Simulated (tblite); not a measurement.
Q: Write Cartesian coordinates for `CCNCCCC#N` as optimised with GFN2-xTB.

A: 
```
atom  x, y, z in Å
C1    -2.864    0.446    0.592
C2    -1.814    0.411   -0.509
N3    -0.617   -0.269   -0.048
C4     0.401   -0.412   -1.071
C5     1.676   -0.994   -0.466
C6     2.241   -0.056    0.609
C7     2.761    1.148    0.018
N8     3.177    2.096   -0.469
H9    -2.455    0.919    1.480
H10   -3.733    1.008    0.261
H11   -3.180   -0.563    0.850
H12   -1.524    1.431   -0.779
H13   -2.240   -0.065   -1.412
H14   -0.870   -1.188    0.307
H15    0.613    0.585   -1.471
H16    0.069   -1.045   -1.915
H17    2.415   -1.150   -1.254
H18    1.455   -1.961   -0.009
H19    3.046   -0.544    1.165
H20    1.437    0.214    1.299
```

Any rigid rotation of these coordinates is as good. Atoms count from 1 in this order. Of the pairs four or more bonds apart, N3···H20 is among the closest relative to their van der Waals radii: 2.50 Å, 91 % of the sum of Bondi's values. The 4 C–C bonds span 1.439 Å (C6–C7, drawn single) to 1.534 Å (C5–C6, drawn single), a spread of 0.095 Å. N3 (secondary amine nitrogen) is pyramidal (angles 113.6°, 109.4° and 109.2°, sum 332.2°, 0.40 Å off the plane of its three neighbours). The C–N distances run from 1.143 Å (C7≡N8, drawn triple) to 1.451 Å (C2–N3, drawn single), a spread of 0.308 Å.

Bonds between heavy atoms (Å): C1–C2 1.522, C2–N3 1.451, N3–C4 1.450, C4–C5 1.527, C5–C6 1.534, C6–C7 1.439, C7≡N8 1.143.

Computed geometry: GFN2-xTB, gas phase.

Point group: C1 (no symmetry element, even within 0.4 Å). Its GFN2-xTB frequencies are all real (lowest 37 cm⁻¹). One conformer, not necessarily the lowest (C1–C2–N3–C4 177°, C2–N3–C4–C5 174°, N3–C4–C5–C6 -62°, C4–C5–C6–C7 -70°). 3 starts were optimised and ended at 0.00, 0.00 and 1.05 kcal/mol (GFN2-xTB); the lowest of these is shown.

Hardware: Arm Neoverse N1, one thread, no GPU, shared host. Cost: 0.76 s of wall time. This is the geometry optimisation.
